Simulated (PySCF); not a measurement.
Compound: [BF3(PMe3)], C₃H₉BF₃P.
InChI=1S/C3H9BF3P/c1-8(2,3)4(5,6)7/h1-3H3

Linear response at CAM-B3LYP/def2-SVPD (PySCF, frozen core in the response, non-relativistic). Isolated species at its PBE0-D3(BJ)/def2-SVP geometry, gas phase.

Static isotropic polarisability: 76.86 au (11.39 Å³), principal values 76.1, 76.1, 78.4 au.

**Question.** What is the polarisability at 1064 nm and at the sodium D line?

**Answer.** 77.37 au at 1064 nm (+0.7 %), 78.57 au at 589.3 nm (+2.2 %). The rise at 589.3 nm is 3.34 times that at 1064 nm; a pure ω² law gives 3.26. The lowest singlet lies at 164 nm, shorter than both wavelengths.

**Question.** What is the isotropic C6 coefficient between two such molecules, C6 = (3/π)∫α(iω)² dω?

**Answer.** 2664 au (Eh·bohr⁶) by a ten-point quadrature over imaginary frequencies, which is 1590 eV·Å⁶ or 154 J·nm⁶/mol.

**Question.** Which effective excitation energy ω̄ makes London's formula C6 = (3/4)α²ω̄ exact here?

**Answer.** ω̄ = 4·C6/(3α²) = 0.601 Eh = 16.4 eV. A one-pole form α(ω) = α/(1 − ω²/ω̄²) fitted to the 1064 nm value gives 14.3 eV.

**Question.** How anisotropic is the static polarisability, by Δα² = ½[(α1 − α2)² + (α2 − α3)² + (α3 − α1)²]?

**Answer.** Δα = 2.4 au, or 0.03 of the isotropic value.

**Question.** What n − 1 at the D line would an ideal gas of it have at 273.15 K and 1 atm (2.6868 × 10¹⁹ cm⁻³), by n − 1 = 2π·N·α′?

**Answer.** 19.65 × 10⁻⁴, a formal value whether or not that pressure can be reached.

**Question.** What molar refraction at the D line follows from R = (4π/3)·N_A·α′, with α′ the polarisability volume?

**Answer.** α′ = 11.64 Å³ gives R = 29.37 cm³/mol, for isolated, non-vibrating species.

Shape of the structure used: `[CH3:1][P+:2]([CH3:3])([CH3:4])[B-:5]([F:6])([F:7])[F:8]`: C1–P2–B5–F6 57°.
